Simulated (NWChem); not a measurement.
Species: C2H2BrF; SMILES C=C(F)Br

Results from NWChem. Pople sets run with spherical d functions. All runs use the structure optimised with PBE0/def2-SVP. Level: PBE0/6-31G* with SMD (1 M gas to 1 M solution), gas-phase geometry.

Question: Order these by “solvation free energy (kcal/mol)”, lowest first: chloroform; 1,4-dioxane; tetrahydrofuran; water.

Answer: chloroform (-2.8), tetrahydrofuran (-2.2), 1,4-dioxane (-1.1), water (0.8)
